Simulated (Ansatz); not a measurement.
Hg3Te3. Charge 0, multiplicity 1. Geometry B3LYP-D4/def2-SVP.

```xyz
6

Hg    0.4302    1.9365    0.2476
Hg   -0.1628   -0.7602   -1.8416
Hg   -0.2667   -1.1764    1.5940
Te    0.4146    1.8281   -2.4773
Te   -0.6684   -3.0094   -0.3848
Te    0.2532    1.1813    2.8621
```

In the def2 sets Hg, Te take a core potential; there is no spin–orbit coupling. The structure comes from a short search, and lower isomers may exist.

Estimate the orbital energies around the gap (eV) in Ansatz with PBE-D4/def2-TZVP, r2SCAN-D4/def2-TZVP, PBE0-D4/def2-TZVP, ωB97X-V/def2-TZVP, ωB97M-V/def2-TZVP.


```csv
orbital,PBE-D4/def2-TZVP,r2SCAN-D4/def2-TZVP,PBE0-D4/def2-TZVP,ωB97X-V/def2-TZVP,ωB97M-V/def2-TZVP
HOMO−5,-6.59,-6.84,-7.40,-9.21,-9.09
HOMO−4,-6.55,-6.78,-7.36,-9.16,-9.06
HOMO−3,-6.55,-6.78,-7.36,-9.16,-9.06
HOMO−2,-5.91,-6.15,-6.90,-9.09,-8.99
HOMO−1,-5.40,-5.63,-6.35,-8.43,-8.33
HOMO,-5.40,-5.63,-6.35,-8.43,-8.33
LUMO,-3.51,-3.39,-2.85,-1.17,-1.31
LUMO+1,-3.04,-2.97,-2.33,-0.52,-0.61
LUMO+2,-3.04,-2.97,-2.33,-0.52,-0.61
LUMO+3,-2.32,-2.18,-1.69,0.04,-0.12
LUMO+4,-1.56,-1.40,-0.99,0.52,0.27
LUMO+5,-1.05,-0.83,-0.43,1.12,0.85
```
